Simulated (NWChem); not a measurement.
System: MgF$_{2}$; SMILES [Mg]([F])[F]

```xyz
3

Mg     0.0000     0.0000    -0.0477
F      1.7536     0.0000    -0.0477
F     -1.7536     0.0000    -0.0477
```
Atoms are numbered in this order, from 1.

All runs: NWChem. Structure relaxed at the PBE0/def2-SVP level. GIAO values for the isolated, static molecule; σ is the absolute isotropic shielding, δ = σ(reference) − σ with the isolated reference molecule computed at the same levels (19F: trichlorofluoromethane).

Task: What does the run give for PBE/pcSseg-1? Quantities: σ Mg1 (ppm); δ F2 (ppm).

Result: 
```
Property      Value
-----------  ------
σ Mg1 (ppm)   526.0
δ F2 (ppm)   -281.9
```
